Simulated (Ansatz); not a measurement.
Saddle point of CH5ClZn, singlet (CH₃ClZn ([CH3][Zn][Cl]) + H₂ → ZnHCl ([Cl][ZnH]) + CH₄; bonds formed: Zn1–H5, C2–H4; bonds broken: Zn1–C2, H4–H5), PBE0-D4/def2-TZVP structure:

```csv
atom,x (Å),y (Å),z (Å)
Zn1,-0.9154,0.2236,-0.7245
C2,0.8041,-0.3595,0.4013
Cl3,-1.8366,-0.2941,-2.5425
H4,-0.2771,0.6837,0.6792
H5,-1.1720,1.3415,0.6086
H6,1.6078,-0.1984,-0.3218
H7,1.1557,0.0334,1.3622
H8,0.6336,-1.4304,0.5375
```

Energies are electronic, without zero-point energy. Barriers and step energies count from the start structure reached by relaxing down the imaginary mode; all methods use the PBE0-D4 structures, on which another method's saddle can fall below an end. Ansatz 0.2.0; basis: def2-TZVPP, with def2-QZVPP for the basis limit; cores frozen in the correlated methods. The 3s and 3p shells of Cu and Zn are frozen; filled d shells are correlated. B3LYP uses VWN-RPA correlation. Extrapolation: Hartree–Fock as exp(−7.88 √X), correlation as X^−2.97.

| method | barrier (kcal/mol) | step energy (kcal/mol) |
| --- | --- | --- |
| SPW92 | ? | -9.25 |
| PBE-D4 | 43.36 | -8.89 |
| BLYP-D4 | 48.44 | -9.44 |
| r2SCAN-D4 | 43.64 | -9.86 |
| B97M-V | 44.41 | -13.10 |
| PBE0-D4 | 44.34 | -10.05 |
| B3LYP-D4 | ? | -10.45 |
| r2SCAN0-D4 | 44.71 | -10.54 |
| BHLYP-D4 | 49.99 | -11.97 |
| CAM-B3LYP-D4 | 48.07 | -11.08 |
| wB97X-V | 47.92 | -10.41 |
| wB97M-V | 47.95 | -10.17 |
| B2PLYP | 49.46 | -9.72 |
| PBE-QIDH | 46.42 | -9.68 |
| RPA on PBE | 48.74 | -9.79 |
| HF | ? | -14.99 |
| MP2 | 49.66 | -7.66 |
| CCSD | 49.68 | -10.62 |
| CCSD(T) | 48.40 | -9.68 |

Task: Fill in the withheld barriers. (To be estimated.)

Result: By the calculation: SPW92 35.09; B3LYP-D4 48.60; HF 56.46 kcal/mol. Each is the energy of the saddle less that of the start structure, by the same method.

For comparison, the barrier by CCSD(T) at an estimated basis limit (MP2 extrapolated from triple and quadruple zeta, plus CCSD(T) − MP2 in triple zeta) is 48.14 kcal/mol.

T1 diagnostic: at most 0.014. The end structure is not quite a true minimum (one mode of 29i cm⁻¹).

Labels in which every atom is bracketed show which atoms are joined, not bond orders.

For scale, one of the runs: CCSD(T)/def2-TZVPP, 207 basis functions, launched by `ansatz run in.yaml --threads 4 --pin off --events-out ev --progress --plain --max-ram 9574MiB`. The run took 70 s on 4 CPU threads of an Intel Xeon (shared host), with 2.6 GiB of host memory at its peak.
